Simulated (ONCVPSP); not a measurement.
## Reading a pseudo-wave (Ge)

Columns: radius, all-electron u(r) and pseudo u(r) of the 4p shell (level -3.90 eV) of germanium in the configuration [Ar] 3d10 4s2 4p2; PBE, scalar-relativistic, ONCV scheme, ONCVPSP 4.0.1.

```tsv
r (bohr)	all-electron	pseudo
0.125	0.1429	0.0055
0.250	-0.0458	0.0214
0.375	-0.2123	0.0469
0.500	-0.2432	0.0807
0.625	-0.1784	0.1220
0.750	-0.0688	0.1699
0.875	0.0529	0.2227
1.000	0.1696	0.2782
1.125	0.2737	0.3339
1.250	0.3623	0.3875
1.375	0.4353	0.4380
1.500	0.4937	0.4847
1.625	0.5390	0.5267
1.750	0.5727	0.5626
1.875	0.5963	0.5904
2.000	0.6112	0.6089
2.125	0.6187	0.6182
2.250	0.6199	0.6199
2.375	0.6160	0.6160
2.500	0.6079	0.6079
2.625	0.5963	0.5963
2.750	0.5821	0.5821
2.875	0.5657	0.5657
3.000	0.5479	0.5479
3.125	0.5288	0.5288
3.250	0.5090	0.5090
```

(1) How many radial nodes do the two functions have?

(2) At about which radius was the pseudo-wave matched?

(3) Where does each function peak?

(4) Is the pseudo-wave norm-conserving?

Results:

(1) The all-electron 4p function has n − l − 1 = 2; the pseudo-wave has 0, since the states of the same l below it are removed with the core.

(2) 2.35 bohr, where the columns begin to agree (steps of 0.12 bohr).

(3) Outermost all-electron maximum near 2.25 bohr, pseudo maximum near 2.25 bohr (to the table’s step).

(4) Yes: the ONCV scheme keeps the norm inside the radius equal to the all-electron one, which fixes the energy derivative of the logarithmic derivative at the level.
